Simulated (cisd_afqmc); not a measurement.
Input (AFQMC/CISD/cc-pVDZ; cisd_afqmc is a phaseless AFQMC code with CISD trial states that reads the integrals written by Ansatz):

Ansatz 0.2 input:
```python
import cisd_afqmc

open("ham.yaml", "w").write("""\
crystal:
  periodic: [false, false, false]
  atoms:
    - {symbol: Ge, position_ang: [-0.38854351, 0.04424562, -0.01077550]}
    - {symbol: C, position_ang: [1.56385469, -0.17808486, 0.04337046]}
    - {symbol: H, position_ang: [-1.00124977, -0.86220454, -1.09541754]}
    - {symbol: H, position_ang: [-0.75270751, 1.50671255, -0.33028178]}
    - {symbol: H, position_ang: [-1.00843142, -0.32993939, 1.34908985]}
    - {symbol: H, position_ang: [1.81856098, -1.21301361, 0.26946334]}
    - {symbol: H, position_ang: [1.99450400, 0.46394239, 0.81110282]}
    - {symbol: H, position_ang: [1.99958789, 0.08715198, -0.91936355]}
basis:
  gaussian:
    orbitals: cc-pVDZ
magnetization: {spin_polarized: false}
correlation: {method: ccsd, electrons: outside_noble_gas, hamiltonian_folder: ham}
""")
rep = cisd_afqmc.ansatz("ham.yaml")
e_ccsd = rep["correlation"]["coupled_cluster"]["energy"]["hartree"]
out = cisd_afqmc.run("ham", e_ccsd, trial="CISD", walkers=100, populations=8, threads=8, dt=0.005, steps=40, early=24, settle=10, least=32,
    cut=5e-5, rank_cut=2e-4, target=0.0004, seconds=1500, seed=1, memory=17280, gpu=False)
```

Output:

```
orbitals 56, occupied [7], factors 350 of 717, rank of the doubles 147 of 343
E(HF) = -2116.687877
E(CCSD) on the cut factors = -2116.985216, shift to the whole factors -0.000007
Energy of the trial state on the determinant = -2116.985216
  tau behind 7.2 of longer steps, mean of the populations' last blocks
   2.0  -2116.99441
   4.0  -2116.99309
   6.0  -2116.99381
   8.0  -2116.99397
blocks 301 (0 outliers left out), error by blocks joined: 1: 0.00017, 2: 0.00020, 4: 0.00025, 8: 0.00030, 16: 0.00029
E(AFQMC/CISD) = -2116.99352 +/- 0.00030
```
